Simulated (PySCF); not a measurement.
How methods differ on the ionisation energy of Sr

Sr [Kr] 5s2 (1S) → Sr⁺ [Kr] 5s1 (2S), as a difference of total energies. Computed with PySCF 2.14 in x2c-TZVPPall, with the spin-free X2C one-electron Hamiltonian (Gaussian nucleus). Correlated levels: valence: [Kr] frozen; valence and next inner shell: [Ar] 3d10 frozen. The calculations carry no spin-orbit coupling.

```tsv
method	ionisation energy (eV)
UHF	4.746
LDA	5.882
PBE	5.710
PBE0	5.622
r2SCAN	5.428
B3LYP	5.774
B2PLYP	5.559
BHandHLYP	5.576
BLYP	5.694
MP2 (valence)	5.245
SCS-MP2 (valence)	5.345
MP2 (valence and next inner shell)	5.564
SCS-MP2 (valence and next inner shell)	5.599
```

Problem. How much does correlation contribute at MP2 (valence and next inner shell)?

Solution. 5.564 − (4.746) = 0.818 eV, measured against UHF.

Errors of the correlated levels include the incompleteness of this basis and the frozen core.

For comparison: 5.695 eV (measured; NIST Atomic Spectra Database, ionization energies).
